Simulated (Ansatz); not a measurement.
Reactions of `OCOCO`.

Calculated with Ansatz (gas phase, PBE0-D4/def2-TZVP geometries, no zero-point term in ΔE). CBS: MP2 limit from def2 TZ/QZ plus the TZ coupled-cluster correction, frozen cores. This one scheme is used for every species. Functionals use def2-TZVPP. For Ge outer-core shells are correlated without core-valence functions, which leaves a few kJ/mol of doubt a bond. Scalar relativity is left out up to krypton. Each species was taken in one conformer, which may not be the lowest.

```
                                      reaction  MP2/CBS(def2) (kJ/mol)  r2SCAN-D4 (kJ/mol)
           `OCOCO` + SiH₄ → `OCOC[SiH3]` + H₂O                     -42                 -28
`OCOCO` + `[SH][GeH3]` → `OC[S][GeH3]` + `OCO`                      -9                   0
   `OCOCO` + `O[SiH2]O` → `OCO[SiH2]O` + `OCO`                       4                   2
             `OCOCO` + `CBF` → `OCCBF` + `OCO`                     -11                  -1
         `OCOCO` + `NBCl` → `NB(Cl)CO` + `OCO`                     -47                 -41
```

Q: Give the CCSD(T)/CBS values in the same order. (Estimate.)

A: The calculation gave: -36, -3, 3, -8, -44 kJ/mol.

Largest T1 diagnostic: 0.012, for `CBF`.
